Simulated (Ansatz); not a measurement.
System: C3H7Si, charge -1, multiplicity 1. It need not be the lowest isomer of its formula. Whether it binds its extra electron was not tested at this geometry. 
Structure (B3LYP-D3(BJ)/def2-TZVP (Ansatz, a quantum-chemistry and plane-wave program) minimum search):
SMILES: [CH-]=CC[SiH3]
```xyz
11

C     -2.1598     0.7328    -0.1341
C     -1.2894    -0.1532     0.3783
C     -0.1442    -0.7426    -0.4412
Si     1.4467     0.1211     0.0260
H     -2.8813     1.0365     0.6554
H     -1.2681    -0.5169     1.4248
H     -0.0292    -1.8273    -0.3004
H     -0.3456    -0.5546    -1.5010
H      2.6859    -0.4675    -0.5979
H      1.4438     1.5561    -0.3584
H      1.7004     0.0573     1.4953
```
Charge -1, spin multiplicity 1.

Basis-set convergence of Hartree-Fock and MP2 correlation energies (hartree) with Ansatz. Correlated levels leave the core frozen unless marked. Spin-orbit coupling is left out. Non-relativistic.

```csv
basis,functions,E(HF),"E(corr, MP2)"
aug-cc-pV(D+d)Z,164,-406.52362,-0.55514
aug-cc-pV(T+d)Z,354,-406.56265,-0.65905
aug-cc-pV(Q+d)Z,651,-406.57254,-0.69385
```

Extrapolating the two largest sets (X = 3 and 4) as X^-3: E(corr) = (64·(-0.69385) - 27·(-0.65905))/37 = -0.7192 Eh, an estimate of the basis-set limit. The largest set recovers 96.5 % of it, the smallest 77.2 %.
